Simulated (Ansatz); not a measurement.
Basis-set extrapolation for `OC1(Cl)C[SiH2]1` (PBE0-D4/def2-TZVP geometry, frozen core, Ansatz 0.2.0). Multiplicity 1, RHF reference.

|  | def2-TZVPP | def2-QZVPP |
| --- | --- | --- |
| HF | -901.963192 | -901.992007 |
| MP2 correlation | -0.885659 | -0.955375 |
| CCSD(T) correlation | -0.969570 | not run |

Energies in hartree. Use E(X) = E(∞) + A·exp(−7.88·√X) for Hartree–Fock and E(X) = E(∞) + B·X^(−2.97) for correlation, with X = 3 and 4, and add CCSD(T) minus MP2 of the smaller set to the MP2 limit.

**Question.** What is the CCSD(T) energy at the basis-set limit?

**Answer.** HF limit: -901.992007 + (-0.028815) × 0.13774 = -901.99598. MP2 limit: -0.955375 + (-0.069716) × 0.74074 = -1.00702. Higher-order term: -0.969570 − (-0.885659) = -0.08391. Total: -903.08691 hartree, 96.7 kcal/mol below CCSD(T)/def2-TZVPP.
